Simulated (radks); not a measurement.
Q: Excited configurations of Ti3+: one electron is placed in a higher orbital outside [Ar]. The ground configuration is [Ar] 3d1. Calculated with a radial shooting solver on a logarithmic mesh with Libxc functionals: scalar-relativistic Kohn-Sham, r2SCAN, spin-polarised, spherical densities, finite nucleus; open shells are filled with parallel spins first; meta-GGA in the generalised Kohn-Sham scheme; Fermi nuclear charge, rms radius 3.5921 fm. Excitation = E - E(ground); binding = E(ion) - E, where the ion is the core of charge +4; n* = 4/sqrt(2 binding) in atomic units, and the quantum defect is n - n*.

outer orbital  excitation (eV)  binding (eV)     n*  quantum defect  eigenvalue (eV)  <r> (bohr)
4s                       9.953        32.991  2.569           1.431          -29.774       2.550
5s                      25.850        17.094  3.569           1.431          -15.427       4.852
5d                      31.652        11.292  4.391           0.609          -10.027       6.555
6s                      32.459        10.485  4.557           1.443           -9.480       7.883
6p                      33.642         9.302  4.838           1.162           -8.399       8.660
6d                      35.418         7.526  5.378           0.622           -6.743       10.22
7s                      35.860         7.085  5.543           1.457           -6.421       11.65
7p                      36.524         6.420  5.823           1.177           -5.809       12.66
7d                      37.566         5.378  6.362           0.638           -4.846       14.63

Estimate the row for 6f.

A: excitation (eV) 36.709; binding (eV) 6.236; n* 5.909; quantum defect 0.091; eigenvalue (eV) -5.542; <r> (bohr) 11.64. The Delta-SCF ionisation energy is 42.944 eV (NIST Atomic Spectra Database: 43.267 eV, measured). Self-interaction in the functional shifts the binding energies and quantum defects, so they are the method's values and not measured ones. Open shells are spherical and high-spin; term and fine-structure splittings are not resolved.
